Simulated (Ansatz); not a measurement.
Isomers of Zr$_{2}$Se$_{4}$ (singlet), relaxed with PBE-D4/def2-SVP; total energies from Ansatz at PBE0-D4/def2-TZVP.

```tsv
isomer	description	energy (Eh)
A	point group C3v; 7 × Se–Zr 2.37 to 2.69 Å	-9699.48619
B	point group not assigned; 6 × Se–Zr 2.35 to 2.55 Å	-9699.47654
C	point group C2v; 6 × Se–Zr 2.35 to 2.56 Å	-9699.47101
```

In the def2 sets Zr takes a core potential; there is no spin–orbit coupling.

The isomers come from a short search, and lower ones may exist.

Task: Work out the relative energies (1 Eh = 2625.5 kJ/mol) and the Boltzmann populations at 1200 K from electronic energies alone (R = 8.314 J/mol/K).

Result: ΔE: A 0.0, B 25.3, C 39.9 kJ/mol. RT = 9.98 kJ/mol. Factors exp(−ΔE/RT): A 1, B 0.0793, C 0.0184; sum 1.098. Populations: A 91.1 %, B 7.2 %, C 1.7 %. Zero-point energy, vibrational entropy and symmetry numbers are left out and can shift these; an error of 4 kJ/mol changes a ratio by a factor of 1.5. Over the other density-functional and correlated levels in def2 sets, the gap between A and B ranges from 20 to 31 kJ/mol.
